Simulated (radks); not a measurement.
The numbers below are computed, except where a source is named.
Effect of the nuclear size on neutral iridium, [Xe] 4f14 5d7 6s2. Level of theory: Dirac Kohn-Sham, exchange-only LDA, spin-unpolarised, spherical densities, finite nucleus; open shells are shared between the two j in proportion to 2j + 1; Fermi nuclear charge, rms radius 5.4032 fm (a radial shooting solver on a logarithmic mesh with Libxc functionals). The rms radius is varied about that value; shifts are against it.

rms radius (fm)	total energy shift (eV)	density at nucleus (e/bohr^3)	1s1/2 shift (meV)	2s1/2 shift (meV)	4p1/2 shift (meV)	5s1/2 shift (meV)	5p1/2 shift (meV)	6s1/2 shift (meV)	6p1/2 (empty) shift (meV)
4.8575	-15.2	1.888e+06	-6110	-884	-0.357	-9.06	0.392	-0.598	0.179
5.1547	-7.03	1.846e+06	-2830	-410	-0.167	-4.20	0.182	-0.277	0.083
5.4032	0	1.813e+06	0.000	0.000	0.000	0.000	0.000	0.000	0.000
5.9111	15.0	1.753e+06	6040	875	0.360	8.96	-0.387	0.592	-0.177
6.1272	21.6	1.729e+06	8710	1260	0.522	12.9	-0.557	0.854	-0.255

Slopes of the eigenvalues against <r^2> in GHz/fm^2, as finite differences over the two radii next to the reference (eigenvalue slopes, not the field-shift constants of lines): 1s1/2 256000, 2s1/2 37100, 4p1/2 15.2, 5s1/2 380, 5p1/2 -16.4, 6s1/2 25.1, 6p1/2 (empty) -7.50.
